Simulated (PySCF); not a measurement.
Computed IR spectrum (relative IR intensity) of a molecule C3H12OSi2. Geometry: PBE0-D3(BJ)/def2-SVP. The values are those of a single conformer. Method: PBE0-D3(BJ)/def2-SVP (PySCF). Frequencies are harmonic and unscaled.

Lines under 2 % of the strongest are left out, and lines within 2 cm⁻¹ are merged.

ν (cm⁻¹): 370 (w), 523 (vw), 722 (w), 738 (vw), 823 (vs), 839 (vw), 889 (vw), 932 (w), 964 (m), 1039 (m), 1123 (vw), 1164 (m), 1175 (m), 1419 (w), 1481 (vw), 2191 (m), 2220 (w), 2230 (m), 2236 (m), 2995 (w), 3047 (vw), 3055 (w), 3064 (w), 3113 (vw), 3147 (w), 3165 (vw) (against the strongest line: vs over 80 %, s over 45 %, m over 15 %, w over 4 %, vw less)

Task: Pick the molecule that these values belong to.
A. CC[Si@@](C)(O)[SiH3]
B. CO[SiH2][C@H](C)[SiH3]
C. CC[Si@H](O)[SiH2]C
D. CCCO[SiH2][SiH3]

Result: D, CCCO[SiH2][SiH3]
